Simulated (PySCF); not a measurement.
H- (hydrogen, charge -1): LDA calculation

Configuration: 1s2, closed-shell 1S. Computed with PySCF 2.14 in aug-cc-pVTZ (4s3p2d, 23 functions), with no relativity, point nucleus.

```json
{
  "Total energy": "-0.5124 hartree",
  "One-electron energy": "-0.8638 hartree",
  "Hartree (Coulomb) energy": "0.7558 hartree",
  "Exchange-correlation energy": "-0.4044 hartree",
  "Kinetic energy": "0.48102 hartree",
  "⟨S²⟩": "0.0000",
  "⟨L²⟩": "0.000",
  "Sum of ⟨r⟩": "5.319 bohr",
  "Sum of ⟨r²⟩": "21.41 bohr²",
  "Density at the nucleus (Gaussians lack the cusp)": "0.281 bohr⁻³",
  "Langevin diamagnetic susceptibility": "-17.0 ×10⁻⁶ cm³/mol"
}
```

| shell | electrons | mean orbital energy (hartree) | rms radius, mean of both spins (bohr) |
| --- | --- | --- | --- |
| 1s | 2 | 0.06037 | 3.27 |

At LDA the highest occupied level has a positive energy, so only the finite basis holds that electron; in a semilocal or global hybrid functional this comes from self-interaction and does not mean that the real anion is unbound.
